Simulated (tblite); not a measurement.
Record of a relaxation.

C2H8BrGeSi (doublet state).
Atom-mapped SMILES: `[SiH2:1][C@H:2]([GeH3:3])[CH2:4][Br:5]` (hydrogens: H6, H7 on Si1; H8 on C2; H9, H10, H11 on Ge3; H12, H13 on C4)

Computed with GFN2-xTB (tblite), gas phase: L-BFGS steps from a force-field or distance-geometry start until the largest atomic force falls under 0.01 eV/Å. 9 of its 102 geometries are shown.

Step 0: E = -435.6546 eV, largest atomic force 1.523 eV/Å
```
atom  x, y, z in Å  |  force x, y, z in eV/Å
Si1    -0.959    1.537   -0.015   -0.619   1.364  -0.277
C2     -0.172   -0.064    0.467    0.132  -1.046   0.914
Ge3     1.746    0.170    0.130    1.037   0.542  -0.245
C4     -0.648   -1.222   -0.382    0.565  -0.280   0.946
Br5    -2.580   -1.447   -0.181   -0.058  -0.235  -0.063
H6     -1.662    2.224    1.059   -0.103  -0.085   0.059
H7     -1.676    1.443   -1.275   -0.118  -0.038  -0.112
H8     -0.331   -0.290    1.560    0.060   0.177  -0.917
H9      2.072    1.695    0.044    0.005  -0.788   0.046
H10     2.167   -0.467   -1.217   -0.154   0.249   0.528
H11     2.617   -0.416    1.230   -0.025   0.019  -0.221
H12    -0.123   -2.140    0.000   -0.694   0.432  -0.748
H13    -0.457   -1.022   -1.438   -0.029  -0.311   0.090
```

Step 13: E = -435.8877 eV, largest atomic force 0.183 eV/Å
```
atom  x, y, z in Å  |  force x, y, z in eV/Å
Si1    -1.002    1.606   -0.042   -0.012   0.010  -0.028
C2     -0.148   -0.039    0.446    0.035   0.100   0.024
Ge3     1.820    0.191    0.155   -0.132  -0.121   0.036
C4     -0.648   -1.215   -0.357    0.070   0.067   0.096
Br5    -2.594   -1.494   -0.164    0.069   0.060   0.016
H6     -1.754    2.176    1.074   -0.036  -0.064  -0.036
H7     -1.746    1.453   -1.288   -0.035   0.011  -0.009
H8     -0.326   -0.202    1.514    0.014  -0.069  -0.089
H9      2.193    1.630    0.077    0.043   0.069   0.048
H10     2.183   -0.428   -1.155    0.051  -0.022  -0.089
H11     2.693   -0.451    1.194   -0.045  -0.030  -0.016
H12    -0.196   -2.159   -0.046    0.021   0.019  -0.018
H13    -0.479   -1.067   -1.426   -0.042  -0.030   0.064
```

Step 25: E = -435.9147 eV, largest atomic force 0.119 eV/Å
```
atom  x, y, z in Å  |  force x, y, z in eV/Å
Si1    -1.052    1.617   -0.079   -0.030  -0.015   0.020
C2     -0.118    0.016    0.414   -0.061   0.005  -0.019
Ge3     1.842    0.169    0.138    0.067   0.087  -0.046
C4     -0.629   -1.182   -0.342   -0.034  -0.019   0.028
Br5    -2.567   -1.431   -0.064    0.062  -0.016  -0.045
H6     -1.889    2.059    1.037    0.008  -0.004  -0.026
H7     -1.815    1.466   -1.320    0.091  -0.020   0.019
H8     -0.282   -0.144    1.483   -0.013   0.033   0.012
H9      2.292    1.594    0.176    0.002  -0.004   0.016
H10     2.230   -0.393   -1.194   -0.010   0.022  -0.032
H11     2.638   -0.577    1.163    0.001  -0.057   0.017
H12    -0.167   -2.115   -0.011   -0.003  -0.009  -0.007
H13    -0.487   -1.077   -1.419   -0.079  -0.003   0.063
```

Step 38: E = -435.9374 eV, largest atomic force 0.128 eV/Å
```
atom  x, y, z in Å  |  force x, y, z in eV/Å
Si1    -1.080    1.631   -0.085    0.001  -0.011  -0.012
C2     -0.117    0.065    0.418    0.089  -0.062   0.021
Ge3     1.842    0.186    0.093    0.043  -0.084   0.079
C4     -0.643   -1.160   -0.281    0.002  -0.045   0.008
Br5    -2.569   -1.458    0.051    0.119   0.044   0.020
H6     -2.058    1.951    0.951   -0.042   0.037  -0.034
H7     -1.644    1.430   -1.419   -0.012   0.065  -0.037
H8     -0.222   -0.059    1.500   -0.050   0.000  -0.005
H9      2.400    1.548    0.345   -0.055   0.028   0.015
H10     2.234   -0.219   -1.295   -0.073   0.035  -0.013
H11     2.545   -0.763    1.025    0.039   0.008  -0.065
H12    -0.138   -2.071    0.044   -0.046  -0.048   0.040
H13    -0.554   -1.080   -1.364   -0.013   0.032  -0.017
```

Step 50: E = -435.9940 eV, largest atomic force 0.126 eV/Å
```
atom  x, y, z in Å  |  force x, y, z in eV/Å
Si1    -1.018    1.611   -0.113    0.050   0.007   0.009
C2     -0.124    0.038    0.512   -0.013   0.011  -0.027
Ge3     1.813    0.185    0.088   -0.051   0.035  -0.073
C4     -0.666   -1.196   -0.157    0.054   0.011  -0.040
Br5    -2.561   -1.505    0.270    0.031   0.009  -0.028
H6     -2.254    1.899    0.615    0.054  -0.058  -0.034
H7     -1.196    1.519   -1.568   -0.006  -0.007   0.068
H8     -0.249   -0.043    1.596    0.050   0.018  -0.026
H9      2.377    1.451    0.644    0.019  -0.009   0.025
H10     1.999    0.219   -1.406   -0.013  -0.005   0.125
H11     2.625   -0.973    0.610   -0.057   0.057  -0.041
H12    -0.135   -2.106    0.133   -0.053  -0.016   0.077
H13    -0.616   -1.099   -1.242   -0.066  -0.052  -0.035
```

Step 63: E = -436.0061 eV, largest atomic force 0.068 eV/Å
```
atom  x, y, z in Å  |  force x, y, z in eV/Å
Si1    -0.990    1.611   -0.125   -0.017   0.007   0.027
C2     -0.124    0.034    0.514    0.010  -0.004   0.013
Ge3     1.796    0.209    0.066    0.024   0.034   0.054
C4     -0.679   -1.214   -0.117    0.007   0.007  -0.006
Br5    -2.573   -1.500    0.331   -0.015   0.015  -0.013
H6     -2.292    1.825    0.501    0.005   0.000   0.001
H7     -1.049    1.546   -1.587   -0.018   0.009  -0.036
H8     -0.225   -0.022    1.600   -0.005  -0.012   0.031
H9      2.397    1.391    0.758   -0.020  -0.023  -0.013
H10     1.949    0.402   -1.407    0.031   0.010  -0.052
H11     2.592   -1.007    0.442    0.007  -0.011  -0.010
H12    -0.162   -2.118    0.212   -0.006   0.013   0.006
H13    -0.645   -1.156   -1.206   -0.003  -0.045  -0.004
```

Step 76: E = -436.0090 eV, largest atomic force 0.035 eV/Å
```
atom  x, y, z in Å  |  force x, y, z in eV/Å
Si1    -0.998    1.607   -0.126    0.002  -0.004   0.017
C2     -0.119    0.031    0.502   -0.001   0.016   0.000
Ge3     1.804    0.215    0.059   -0.002  -0.015  -0.032
C4     -0.680   -1.222   -0.112   -0.004   0.004  -0.005
Br5    -2.590   -1.469    0.300    0.009   0.011  -0.005
H6     -2.287    1.821    0.524    0.006   0.001   0.005
H7     -1.088    1.559   -1.588   -0.004  -0.012  -0.011
H8     -0.211   -0.024    1.591   -0.008   0.011   0.007
H9      2.389    1.392    0.766    0.004  -0.009   0.017
H10     1.993    0.421   -1.411   -0.024   0.006   0.003
H11     2.595   -1.009    0.426    0.010   0.008   0.012
H12    -0.185   -2.124    0.252    0.000  -0.006   0.000
H13    -0.625   -1.198   -1.201    0.011  -0.012  -0.010
```

Step 88: E = -436.0105 eV, largest atomic force 0.030 eV/Å
```
atom  x, y, z in Å  |  force x, y, z in eV/Å
Si1    -0.996    1.602   -0.129    0.017  -0.004   0.004
C2     -0.117    0.025    0.497    0.018   0.006  -0.005
Ge3     1.806    0.215    0.060    0.004   0.022  -0.016
C4     -0.676   -1.229   -0.118   -0.023  -0.001   0.002
Br5    -2.603   -1.437    0.237    0.014  -0.003  -0.002
H6     -2.250    1.845    0.577   -0.003   0.003  -0.010
H7     -1.136    1.534   -1.587   -0.013  -0.011   0.006
H8     -0.213   -0.026    1.585   -0.022  -0.004   0.020
H9      2.378    1.400    0.766   -0.005  -0.013  -0.007
H10     1.979    0.418   -1.413    0.006   0.002   0.007
H11     2.618   -0.991    0.438   -0.003  -0.009  -0.005
H12    -0.206   -2.132    0.275   -0.005  -0.002   0.001
H13    -0.589   -1.225   -1.206    0.017   0.013   0.006
```

Step 101: E = -436.0115 eV, largest atomic force 0.008 eV/Å
```
atom  x, y, z in Å  |  force x, y, z in eV/Å
Si1    -0.995    1.597   -0.135    0.004  -0.001  -0.001
C2     -0.114    0.028    0.506   -0.004  -0.007  -0.002
Ge3     1.807    0.216    0.059    0.002   0.006  -0.001
C4     -0.670   -1.225   -0.113    0.007  -0.001  -0.002
Br5    -2.606   -1.414    0.194    0.000  -0.003   0.004
H6     -2.236    1.861    0.588   -0.002   0.006   0.003
H7     -1.177    1.487   -1.585   -0.001   0.001  -0.001
H8     -0.216   -0.021    1.593   -0.004   0.001  -0.003
H9      2.390    1.387    0.779    0.003  -0.002   0.003
H10     1.970    0.445   -1.410    0.001  -0.002   0.002
H11     2.616   -1.001    0.409   -0.004   0.002  -0.003
H12    -0.218   -2.131    0.296   -0.002   0.004  -0.003
H13    -0.554   -1.226   -1.198    0.002  -0.004   0.004
```

**Question.** Summarise the path.

**Answer.** The energy falls by 34.44 kJ/mol from step 0 to step 101; nine tenths of that is first reached at step 46. It falls at every step. The largest force goes from 1.523 to 0.008 eV/Å. Among the bonds Ge3–H9 changes most, from 1.562 to 1.493 Å; the atoms move by 0.571 Å rms after alignment.

The cost below is that of the whole relaxation. On an Arm Neoverse V2 with one thread, on a shared host, this took 0.57 s wall.
